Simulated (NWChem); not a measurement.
# C3H7BO; SMILES C=CCBO

```xyz
12

B     -0.3424     1.2669    -0.3564
C     -0.5327    -0.0349     0.5219
C     -0.3288    -1.2867    -0.2735
C      0.6159    -2.2044    -0.0564
H     -1.5840     0.0025     0.8737
H      0.1053    -0.0346     1.4233
H     -1.0106    -1.4279    -1.1220
H      1.3261    -2.1135     0.7725
H      0.7129    -3.0834    -0.6986
H     -0.8966     1.3857    -1.4283
O      0.4123     2.3191     0.0240
H      0.8450     2.1872     0.8752
```
Atoms are numbered in this order, from 1.

Level: PBE0/def2-SVP (NWChem), optimised geometry, unscaled harmonic frequencies. 

| frequency (cm⁻¹) | IR intensity (km/mol) |
|---|---|
| 48 | 1.1 |
| 118 | 6.5 |
| 234 | 9.0 |
| 388 | 4.8 |
| 428 | 5.8 |
| 606 | 64.7 |
| 627 | 10.2 |
| 772 | 51.9 |
| 896 | 27.6 |
| 926 | 36.0 |
| 940 | 24.8 |
| 964 | 16.3 |
| 1006 | 25.2 |
| 1036 | 20.1 |
| 1100 | 3.7 |
| 1181 | 66.5 |
| 1202 | 89.8 |
| 1214 | 10.6 |
| 1311 | 2.6 |
| 1399 | 22.4 |
| 1428 | 211.8 |
| 1435 | 92.2 |
| 1737 | 25.3 |
| 2603 | 145.6 |
| 3014 | 13.7 |
| 3087 | 17.7 |
| 3155 | 9.8 |
| 3168 | 6.0 |
| 3259 | 8.4 |
| 3879 | 49.5 |

```yaml
zero_point_energy: 61.7 kcal/mol
thermal correction to the enthalpy at 298.15 K (with zero-point energy): 66.2 kcal/mol
heat capacity Cv: 21.2 cal/(mol K)
entropy at 298.15 K and 1 atm (symmetry number 1): 78.2 cal/(mol K)
dipole_moment: 1.72 D
```

Rigid rotor and harmonic oscillator; modes under 100 cm⁻¹ make the entropy uncertain.
